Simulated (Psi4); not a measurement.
Input for Psi4: SAPT0/aug-cc-pVDZ on AsH6P (a complex), monomers drawn apart or pushed together.

```
memory 1800 MB

molecule dimer {
0 1
P    -0.02368630    0.12211135   -0.47461598
H     1.38807192   -0.00196129   -0.46009729
H    -0.23775009   -1.26422134   -0.27260405
H    -0.11148580    0.02546532   -1.88833417
--
0 1
As    0.24362915    0.43313628    3.69225716
H     0.34244935    0.55943148    5.21084032
H    -1.26613363    0.63337887    3.70862091
H     0.50127913    1.92021519    3.48685532
units angstrom
symmetry c1
no_reorient
no_com
}

set {
  basis aug-cc-pVDZ
  scf_type df
  freeze_core true
}

energy('sapt0')
```

Output:

```
[...]
==> Input File <==

--------------------------------------------------------------------------
memory 1800 MB

molecule dimer {
0 1
P    -0.02368630    0.12211135   -0.47461598
H     1.38807192   -0.00196129   -0.46009729
H    -0.23775009   -1.26422134   -0.27260405
H    -0.11148580    0.02546532   -1.88833417
--
0 1
As    0.24362915    0.43313628    3.69225716
H     0.34244935    0.55943148    5.21084032
H    -1.26613363    0.63337887    3.70862091
H     0.50127913    1.92021519    3.48685532
units angstrom
symmetry c1
no_reorient
no_com
}

set {
  basis aug-cc-pVDZ
  scf_type df
  freeze_core true
}

energy('sapt0')
--------------------------------------------------------------------------


   => Loading Basis Set <=

    Name: AUG-CC-PVDZ
    Role: ORBITAL
    Keyword: BASIS
    atoms 1        entry P          line   636 file aug-cc-pvdz.gbs
    atoms 2-4, 6-8 entry H          line    40 file aug-cc-pvdz.gbs
    atoms 5        entry AS         line  3108 file aug-cc-pvdz.gbs

   => Loading Basis Set <=

    Name: AUG-CC-PVDZ
    Role: ORBITAL
    Keyword: BASIS
    atoms 1        entry P          line   636 file aug-cc-pvdz.gbs
    atoms 2-4, 6-8 entry H          line    40 file aug-cc-pvdz.gbs
    atoms 5        entry AS         line  3108 file aug-cc-pvdz.gbs


  //>>>>>>>>>>>>>>>>>>>>>>>>>>>>>>>>>>>//
  //              Dimer HF             //
  //<<<<<<<<<<<<<<<<<<<<<<<<<<<<<<<<<<<//

   => Libint2 <=

    Primary   basis highest AM E, G, H:  7, 6, 3
    Auxiliary basis highest AM E, G, H:  7, 7, 4
    Onebody   basis highest AM E, G, H:  -, -, -
    Solid Harmonics ordering:            Gaussian


   => Loading Basis Set <=

    Name: AUG-CC-PVDZ
    Role: ORBITAL
    Keyword: BASIS
    atoms 1        entry P          line   636 file aug-cc-pvdz.gbs
    atoms 2-4, 6-8 entry H          line    40 file aug-cc-pvdz.gbs
    atoms 5        entry AS         line  3108 file aug-cc-pvdz.gbs


         ---------------------------------------------------------
                                   SCF
               by Justin Turney, Rob Parrish, Andy Simmonett
                          and Daniel G. A. Smith
                              RHF Reference
                        1 Threads,   1716 MiB Core
         ---------------------------------------------------------

  ==> Geometry <==

    Molecular point group: c1
    Full point group: C1

    Geometry (in Angstrom), charge = 0, multiplicity = 1:

       Center              X                  Y                   Z               Mass
    ------------   -----------------  -----------------  -----------------  -----------------
         P           -0.023686300000     0.122111350000    -0.474615980000    30.973761998420
         H            1.388071920000    -0.001961290000    -0.460097290000     1.007825032230
         H           -0.237750090000    -1.264221340000    -0.272604050000     1.007825032230
         H           -0.111485800000     0.025465320000    -1.888334170000     1.007825032230
         AS           0.243629150000     0.433136280000     3.692257160000    74.921594570000
         H            0.342449350000     0.559431480000     5.210840320000     1.007825032230
         H           -1.266133630000     0.633378870000     3.708620910000     1.007825032230
         H            0.501279130000     1.920215190000     3.486855320000     1.007825032230

  Running in c1 symmetry.

  Rotational constants: A =      1.82417  B =      0.01519  C =      0.01518 [cm^-1]
  Rotational constants: A =  54687.33219  B =    455.45711  C =    455.02551 [MHz]
  Nuclear repulsion =  132.276164475677973

  Charge       = 0
  Multiplicity = 1
  Electrons    = 54
  Nalpha       = 27
  Nbeta        = 27

  ==> Algorithm <==

  SCF Algorithm Type is DF.
  DIIS enabled.
  MOM disabled.
  Fractional occupation disabled.
  Guess Type is SAD.
  Energy threshold   = 1.00e-08
  Density threshold  = 1.00e-08
  Integral threshold = 1.00e-12

  ==> Primary Basis <==

  Basis Set: AUG-CC-PVDZ
    Blend: AUG-CC-PVDZ
    Number of shells: 55
    Number of basis functions: 117
    Number of Cartesian functions: 122
    Spherical Harmonics?: true
    Max angular momentum: 2

   => Loading Basis Set <=

    Name: (AUG-CC-PVDZ AUX)
    Role: JKFIT
    Keyword: DF_BASIS_SCF
    atoms 1        entry P          line   608 file aug-cc-pvdz-jkfit.gbs
    atoms 2-4, 6-8 entry H          line    70 file aug-cc-pvdz-jkfit.gbs
    atoms 5        entry AS         line  1158 file aug-cc-pvdz-jkfit.gbs

  ==> Integral Setup <==

  DFHelper Memory: AOs need 0.055 GiB; user supplied 1.257 GiB.
  SCF_SUBTYPE=INCORE selected. In-core MEM_DF algorithm will be used.
  Using in-core AOs.

  ==> MemDFJK: Density-Fitted J/K Matrices <==

    J tasked:                   Yes
    K tasked:                   Yes
    wK tasked:                   No
    OpenMP threads:               1
    Algorithm:                 Core
    Schwarz Cutoff:           1E-12
    Mask sparsity (%):       2.2500
    Fitting Con
[...]
  113A      5.687182   114A     17.285011
     115A     17.536614   116A     17.562117   117A    120.192188

    Final Occupation by Irrep:
              A
    DOCC [    18 ]
    NA   [    18 ]
    NB   [    18 ]

  @DF-RHF Final Energy: -2235.32099968932380

   => Energetics <=

    Nuclear Repulsion Energy =             35.0877868989007595
    One-Electron Energy =               -3185.0117080615150371
    Two-Electron Energy =                 914.6029214732900527
    Total Energy =                      -2235.3209996893237985

Computation Completed


Properties will be evaluated at   0.000000,   0.000000,   0.000000 [a0]

Properties computed using the SCF density matrix


 Multipole Moments:

 ------------------------------------------------------------------------------------
     Multipole            Electronic (a.u.)      Nuclear  (a.u.)        Total (a.u.)
 ------------------------------------------------------------------------------------

 L = 1.  Multiply by 2.5417464519 to convert [e a0] to [Debye]
 Dipole X            :        -14.4682582           14.3947182           -0.0735400
 Dipole Y            :        -32.7786602           32.8935609            0.1149007
 Dipole Z            :       -253.6159167          253.6972495            0.0813328
 Magnitude           :                                                    0.1588248

 ------------------------------------------------------------------------------------

  Constructing Basis Sets for SAPT...

   => Loading Basis Set <=

    Name: (AUG-CC-PVDZ AUX)
    Role: RIFIT
    Keyword: DF_BASIS_SAPT
    atoms 1        entry P          line   458 file aug-cc-pvdz-ri.gbs
    atoms 2-4, 6-8 entry H          line    30 file aug-cc-pvdz-ri.gbs
    atoms 5        entry AS         line   830 file aug-cc-pvdz-ri.gbs

   => Loading Basis Set <=

    Name: (AUG-CC-PVDZ AUX)
    Role: JKFIT
    Keyword: DF_BASIS_ELST
    atoms 1        entry P          line   608 file aug-cc-pvdz-jkfit.gbs
    atoms 2-4, 6-8 entry H          line    70 file aug-cc-pvdz-jkfit.gbs
    atoms 5        entry AS         line  1158 file aug-cc-pvdz-jkfit.gbs


  //>>>>>>>>>>>>>>>>>>>>>>>>>>>>>>>>>>>//
  //               SAPT0               //
  //<<<<<<<<<<<<<<<<<<<<<<<<<<<<<<<<<<<//



        SAPT0
    Ed Hohenstein
     6 June 2009

      Orbital Information
  --------------------------
    NSO        =       117
    NMO        =       117
    NRI        =       360
    NRI (Elst) =       514
    NOCC A     =         9
    NOCC B     =        18
    FOCC A     =         5
    FOCC B     =         9
    NVIR A     =       108
    NVIR B     =        99

    Elst10,r            =    -0.001067694894 [Eh]
    Exch10              =     0.001231461511 [Eh]
    Exch10 (S^2)        =     0.001229619940 [Eh]

    Maxiter = 50
    CPHF R converge = 1.000000E-08

    Iter     Energy [mEh]          dE [mEh]         Residual      Time [s]
       1      -0.52667173       0.526671733     2.365926e-03             0
       2      -0.62516457       0.098492832     4.127963e-04             0
       3      -0.62103053      -0.004134031     9.724395e-05             0
       4      -0.62098634      -0.000044192     2.651150e-05             0
       5      -0.62121066       0.000224319     6.593651e-06             0
       6      -0.62117277      -0.000037893     1.586437e-06             0
       7      -0.62117130      -0.000001467     3.279743e-07             0
       8      -0.62117344       0.000002141     6.785810e-08             0
       9      -0.62117315      -0.000000297     1.190931e-08             0
      10      -0.62117313      -0.000000013     2.861655e-09             0

    CHF Iterations converged

    Maxiter = 50
    CPHF R converge = 1.000000E-08

    Iter     Energy [mEh]          dE [mEh]         Residual      Time [s]
       1      -0.31860939       0.318609387     2.043757e-03             0
       2      -0.38738554       0.068776149     3.886090e-04             0
       3      -0.38658864      -0.000796896     9.767373e-05             0
       4      -0.38575044      -0.000838196     2.292542e-05             0
       5      -0.38593687       0.000186422     6.175437e-06             0
       6      -0.38592733      -0.000009531     1.973726e-06             0
       7      -0.38592100      -0.000006331     3.416327e-07             0
       8      -0.38592224       0.000001239     6.892624e-08             0
       9      -0.38592225       0.000000006     1.483548e-08             0
      10      -0.38592219      -0.000000056     3.191464e-09             0

    CHF Iterations converged

    Ind20,r (A<-B)      =    -0.000621173133 [Eh]
    Ind20,r (B<-A)      =    -0.000385922192 [Eh]
    Ind20,r             =    -0.001007095324 [Eh]
    Exch-Ind20,r (A<-B) =     0.000570560756 [Eh]
    Exch-Ind20,r (B<-A) =     0.000334182216 [Eh]
    Exch-Ind20,r        =     0.000904742971 [Eh]
    Disp20              =    -0.001892171738 [Eh]
    Disp20 (SS)         =    -0.000946085869 [Eh]
    Disp20 (OS)         =    -0.000946085869 [Eh]
    Exch-Disp20         =     0.000147387976 [Eh]
    Exch-Disp20 (SS)    =     0.000094056506 [Eh]
    Exch-Disp20 (OS)    =     0.000053331470 [Eh]

    SAPT Results
  --------------------------------------------------------------------------------------------------------
    Electrostatics                 -1.06769489 [mEh]      -0.66998866 [kcal/mol]      -2.80323256 [kJ/mol]
      Elst10,r                     -1.06769489 [mEh]      -0.66998866 [kcal/mol]      -2.80323256 [kJ/mol]

    Exchange                        1.23146151 [mEh]       0.77275376 [kcal/mol]       3.23320175 [kJ/mol]
      Exch10                        1.23146151 [mEh]       0.77275376 [kcal/mol]       3.23320175 [kJ/mol]
      Exch10(S^2)                   1.22961994 [mEh]       0.77159816 [kcal/mol]       3.22836671 [kJ/mol]

    Induction                      -0.22933730 [mEh]      -0.14391133 [kcal/mol]      -0.60212500 [kJ/mol]
      Ind20,r                      -1.00709532 [mEh]      -0.63196186 [kcal/mol]      -2.64412841 [kJ/mol]
      Exch-Ind20,r                  0.90474297 [mEh]       0.56773479 [kcal/mol]       2.37540234 [kJ/mol]
      delta HF,r (2)               -0.12698495 [mEh]      -0.07968426 [kcal/mol]      -0.33339894 [kJ/mol]

    Dispersion                     -1.74478376 [mEh]      -1.09486834 [kcal/mol]      -4.58092914 [kJ/mol]
      Disp20                       -1.89217174 [mEh]      -1.18735569 [kcal/mol]      -4.96789621 [kJ/mol]
      Exch-Disp20                   0.14738798 [mEh]       0.09248735 [kcal/mol]       0.38696708 [kJ/mol]
      Disp20 (SS)                  -0.94608587 [mEh]      -0.59367785 [kcal/mol]      -2.48394811 [kJ/mol]
      Disp20 (OS)                  -0.94608587 [mEh]      -0.59367785 [kcal/mol]      -2.48394811 [kJ/mol]
      Exch-Disp20 (SS)              0.09405651 [mEh]       0.05902135 [kcal/mol]       0.24694532 [kJ/mol]
      Exch-Disp20 (OS)              0.05333147 [mEh]       0.03346600 [kcal/mol]       0.14002175 [kJ/mol]

  Total HF                         -0.06557069 [mEh]      -0.04114623 [kcal/mol]      -0.17215581 [kJ/mol]
  Total SAPT0                      -1.81035445 [mEh]      -1.13601457 [kcal/mol]      -4.75308495 [kJ/mol]

  Special recipe for scaled SAPT0 (see Manual):
    Electrostatics sSAPT0          -1.06769489 [mEh]      -0.66998866 [kcal/mol]      -2.80323256 [kJ/mol]
    Exchange sSAPT0                 1.23146151 [mEh]       0.77275376 [kcal/mol]       3.23320175 [kJ/mol]
    Induction sSAPT0               -0.22526618 [mEh]      -0.14135666 [kcal/mol]      -0.59143627 [kJ/mol]
    Dispersion sSAPT0              -1.74412055 [mEh]      -1.09445217 [kcal/mol]      -4.57918788 [kJ/mol]
  Total sSAPT0                     -1.80562011 [mEh]      -1.13304373 [kcal/mol]      -4.74065496 [kJ/mol]
  --------------------------------------------------------------------------------------------------------



*** Psi4 exiting successfully. Buy a developer a beer!
```

The run finished.

Cost: about 7 core-seconds (a rough figure).
